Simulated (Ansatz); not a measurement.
The first iterations of a band of CH$_{3}$BSSi (7 atoms, charge 0, multiplicity 1).

Level of theory: RKS B3LYP-D4/6-31G* in Ansatz.

```json
{
 "movable images": "7",
 "climbing image": "from the first iteration",
 "spring": "5.0 eV/Å²",
 "optimiser": "fire",
 "start path": "through a guess of the saddle point",
 "force threshold": "0.05 eV/Å",
 "iteration limit": "53",
 "end points": "relaxed"
}
```

First end point:

```xyz
7
Properties=species:S:1:pos:R:3
Si -0.751 1.594 0.570
C 0.015 0.146 0.192
B 0.620 -1.025 -0.141
S 1.465 -2.535 -0.462
H -1.756 2.255 -0.298
H -0.508 2.369 1.810
H 0.916 -2.804 -1.671
```

Last end point:

```xyz
7
Properties=species:S:1:pos:R:3
Si 0.429 1.173 1.286
C -0.680 0.474 -0.049
B -0.112 -0.772 -0.303
S 0.658 -2.345 -0.443
H -1.539 0.959 -0.501
H -0.318 2.510 1.398
H 1.563 -1.999 -1.389
```

| iteration | highest image above the first end (eV) | largest band force component (eV/Å) |
| --- | --- | --- |
| 1 | 6.790 | 13.646 |
| 2 | 4.216 | 6.542 |
| 3 | 3.764 | 7.719 |
| 4 | 3.258 | 4.835 |
| 5 | 2.794 | 3.177 |
| 6 | 2.503 | 5.194 |
| 7 | 2.109 | 5.397 |
| 8 | 2.005 | 2.460 |
| 9 | 2.013 | 1.755 |
| 10 | 2.029 | 1.528 |
| 11 | 2.054 | 1.294 |
| 12 | 2.086 | 1.271 |
| 13 | 2.119 | 1.021 |
| 14 | 2.147 | 0.899 |
| 15 | 2.165 | 0.947 |
| 16 | 2.158 | 0.750 |
| 17 | 2.118 | 0.865 |

Q: Does the band converge within its limit, and where does its top end?

A: It did not converge within its limit. It ended after 53 iterations with the highest image 2.043 eV above the first end. The band didn't meet its force threshold, so its energies are provisional: the largest band force was still 0.20 eV/Å, and over the last iterations the top stayed at 2.04 eV. The orbitals stay closed-shell, which can raise the energy where a bond breaks towards radicals; this wasn't checked here.

Time of the run: 17 min on 1 thread of Arm Neoverse V1 (shared host), peak memory 0.14 GiB.
